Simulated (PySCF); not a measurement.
Species: C6H11O2S (charge +1).
Atom-mapped SMILES: `[CH3:1][S@+:2]1[CH2:3][CH2:4][CH2:5][C@@H:6]1[O:7][CH:8]=[O:9]`

Structure used (GFN2-xTB), in Å, numbered top down from 1:
```
atom  x, y, z in Å
C1     1.430    1.400    0.286
S2     0.377    0.207    1.151
C3     1.150   -1.354    0.553
C4     0.122   -2.076   -0.307
C5    -0.655   -1.005   -1.061
C6    -1.092   -0.005   -0.010
O7    -1.526    1.207   -0.551
C8    -1.608    2.233    0.294
O9    -1.169    2.192    1.407
H10    2.461    1.160    0.528
H11    1.201    2.391    0.668
H12    1.268    1.354   -0.786
H13    2.040   -1.095   -0.016
H14    1.442   -1.932    1.427
H15   -0.558   -2.657    0.318
H16    0.617   -2.761   -0.994
H17   -1.524   -1.418   -1.571
H18   -0.032   -0.511   -1.808
H19   -1.865   -0.412    0.655
H20   -2.084    3.093   -0.187
```

NICS is the negative of the GIAO shielding at a point without a nucleus: at the ring centre (0) and 1 Å above and below it (1); zz is the component along the ring normal. Level: GIAO PBE0/pcSseg-1 (PySCF, non-relativistic, gas phase) on the GFN2-xTB geometry, one conformer.

Ring bond lengths (Å), with Mayer bond orders in brackets: S2–C3 1.841 (0.91), C3–C4 1.523 (1.00), C4–C5 1.523 (1.01), C5–C6 1.515 (0.99), C6–S2 1.884 (0.90).

Question: Give the NICS values of each ring in ppm.

Answer: 
| ring | type | NICS(0) | NICS(1), two faces | NICS(1)zz, two faces | rms pucker (Å) | centre to ring atoms, mean (Å) |
| --- | --- | --- | --- | --- | --- | --- |
| S2–C3–C4–C5–C6 | 5-membered ring with S; formal bonds all single | -7.9 | -5.2 / -4.6 | -5.9 / -2.8 | 0.20 | 1.38 |

Question: What can be read from them?

Answer: 
- S2–C3–C4–C5–C6: mean NICS(1)zz -4.3 ppm, shielded. C3, C4, C5, C6 have four or more neighbours, and the NICS criterion for π rings isn't applied. The two faces differ by 3.1 ppm, so no symmetry operation interchanges them.

Question: What is the mean of the two in-plane components of NICS at the first NICS(1) probe listed for ring S2–C3–C4–C5–C6, 1 Å off the ring?

Answer: The isotropic value is a third of the trace: (3 × -5.2 − (-5.9))/2 = -4.9 ppm.

Hardware: one thread, Intel Xeon (x86_64) (shared host). Cost: 60 s, 1.0 GiB resident at most. This is the whole shielding run at PBE0/pcSseg-1, SCF included.
